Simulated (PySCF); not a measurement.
Stepwise substitution at one centre (Si OH-NH2). Isolated molecules, 0 K electronic values unless said otherwise. One relaxed conformer stands for each flexible species; it need not be the lowest. Strings in code marks are SMILES.

The brightest of the four lowest singlets (TDA) from two functionals at the same geometries (B3LYP-D3(BJ)/def2-TZVP), both in PySCF: PBE-D3(BJ)/def2-TZVP and B3LYP-D3(BJ)/def2-TZVP. B3LYP has the VWN-RPA correlation part, as in Gaussian. Excitations are Tamm–Dancoff values on a coarser integration grid. The basis has no diffuse functions, so Rydberg states are missing or too high.

```tsv
species	PBE-D3(BJ)/def2-TZVP (eV)	B3LYP-D3(BJ)/def2-TZVP (eV)
0 of 4 OH replaced by NH2 (`O[Si](O)(O)O`)	7.82	8.67
3 of 4 OH replaced by NH2	5.94	6.59
4 of 4 OH replaced by NH2	5.90	6.56
```

Over these rows, drawn at random from the members with no instability flagged (it was tested for open shells, ions and some series alone), PBE minus B3LYP-D3(BJ): mean -0.72 eV, from -0.85 eV to -0.65 eV.
